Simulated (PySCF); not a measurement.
# How methods differ on the ionisation energy of Ne⁺

Ne⁺ [He] 2s2 2p5 (2P) → Ne²⁺ [He] 2s2 2p4 (3P), as a difference of total energies. Calculation: PySCF 2.14, in x2c-SVPall; scalar relativity by spin-free X2C-1e. Correlated levels: valence: 1s2 frozen. The calculations carry no spin-orbit coupling.

```csv
method,ionisation energy (eV),error (eV)
UHF,39.526,-1.437
M06-2X,41.326,+0.363
PBE0,41.237,+0.274
MP2 (valence),40.640,-0.323
SCS-MP2 (valence),40.586,-0.377
CCSD (valence),40.582,-0.381
CCSD(T) (valence),40.593,-0.370
```

Reference: 40.963 eV (measured; NIST Atomic Spectra Database, ionization energies).

Errors of the correlated levels include the incompleteness of this basis and the frozen core.
